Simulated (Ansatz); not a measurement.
Predict a relaxed structure of `OB(O)CCCCc1ccc(/N=N/c2ccccc2)cc1`, charge 0, singlet, at PBE-D4/def2-SVP (Ansatz).


```xyz
40

O    -5.264    3.614    4.346
B    -5.231    3.620    2.969
O    -6.001    4.455    2.189
C    -4.229    2.626    2.252
C    -2.759    2.896    2.625
C    -1.745    1.921    2.014
C    -1.652    1.984    0.476
C    -0.570    1.091   -0.077
C    -0.840   -0.257   -0.413
C     0.165   -1.106   -0.875
C     1.487   -0.620   -1.011
N     2.578   -1.386   -1.469
N     2.308   -2.588   -1.770
C     3.409   -3.350   -2.223
C     4.729   -2.852   -2.341
C     5.747   -3.691   -2.797
C     5.467   -5.029   -3.140
C     4.159   -5.526   -3.024
C     3.133   -4.690   -2.566
C     1.769    0.721   -0.678
C     0.753    1.562   -0.215
H    -5.882    4.255    4.738
H    -6.585    5.050    2.694
H    -4.378    2.685    1.154
H    -4.491    1.586    2.554
H    -2.483    3.932    2.323
H    -2.657    2.869    3.731
H    -1.993    0.879    2.318
H    -0.737    2.126    2.435
H    -1.456    3.036    0.174
H    -2.629    1.702    0.031
H    -1.871   -0.636   -0.312
H    -0.031   -2.153   -1.147
H     4.908   -1.803   -2.064
H     6.775   -3.307   -2.890
H     6.276   -5.685   -3.498
H     3.940   -6.571   -3.292
H     2.096   -5.042   -2.461
H     2.804    1.073   -0.798
H     0.982    2.608    0.040
```
 This is one stationary point.
